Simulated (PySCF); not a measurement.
Be⁺ (beryllium, charge +1) across methods

[He] 2s1, 2S determinant. All numbers are calculated (PySCF 2.14, scalar relativity by spin-free X2C-1e, in x2c-QZVPPall (7s4p2d1f, 36 functions)).

```json
{"method": "r2SCANh", "E (hartree)": "-14.3283", "mean ε 1s α (eV)": "-122.17", "mean ε 1s β (eV)": "-121.69", "mean ε 2s α (eV)": "-14.977", "Σ⟨r²⟩ (bohr²)": "6.461", "⟨S²⟩": "0.750"}
{"method": "PW91", "E (hartree)": "-14.3180", "mean ε 1s α (eV)": "-118.06", "mean ε 1s β (eV)": "-117.55", "mean ε 2s α (eV)": "-14.505", "Σ⟨r²⟩ (bohr²)": "6.446", "⟨S²⟩": "0.750"}
{"method": "PBE0", "E (hartree)": "-14.3095", "mean ε 1s α (eV)": "-123.63", "mean ε 1s β (eV)": "-122.98", "mean ε 2s α (eV)": "-15.484", "Σ⟨r²⟩ (bohr²)": "6.450", "⟨S²⟩": "0.750"}
{"method": "UHF", "E (hartree)": "-14.27990", "mean ε 1s α (eV)": "-140.40", "mean ε 1s β (eV)": "-139.27", "mean ε 2s α (eV)": "-18.132", "Σ⟨r²⟩ (bohr²)": "6.554", "⟨S²⟩": "0.750"}
{"method": "r2SCAN", "E (hartree)": "-14.3282", "mean ε 1s α (eV)": "-120.09", "mean ε 1s β (eV)": "-119.69", "mean ε 2s α (eV)": "-14.607", "Σ⟨r²⟩ (bohr²)": "6.463", "⟨S²⟩": "0.750"}
{"method": "BHandHLYP", "E (hartree)": "-14.3372", "mean ε 1s α (eV)": "-129.74", "mean ε 1s β (eV)": "-128.97", "mean ε 2s α (eV)": "-16.316", "Σ⟨r²⟩ (bohr²)": "6.412", "⟨S²⟩": "0.750"}
{"method": "LDA", "E (hartree)": "-14.1179", "mean ε 1s α (eV)": "-116.48", "mean ε 1s β (eV)": "-115.98", "mean ε 2s α (eV)": "-14.301", "Σ⟨r²⟩ (bohr²)": "6.519", "⟨S²⟩": "0.750"}
{"method": "PBE", "E (hartree)": "-14.3018", "mean ε 1s α (eV)": "-117.81", "mean ε 1s β (eV)": "-117.30", "mean ε 2s α (eV)": "-14.474", "Σ⟨r²⟩ (bohr²)": "6.445", "⟨S²⟩": "0.750"}
{"method": "HSE06", "E (hartree)": "-14.3120", "mean ε 1s α (eV)": "-123.23", "mean ε 1s β (eV)": "-122.58", "mean ε 2s α (eV)": "-15.074", "Σ⟨r²⟩ (bohr²)": "6.453", "⟨S²⟩": "0.750"}
```
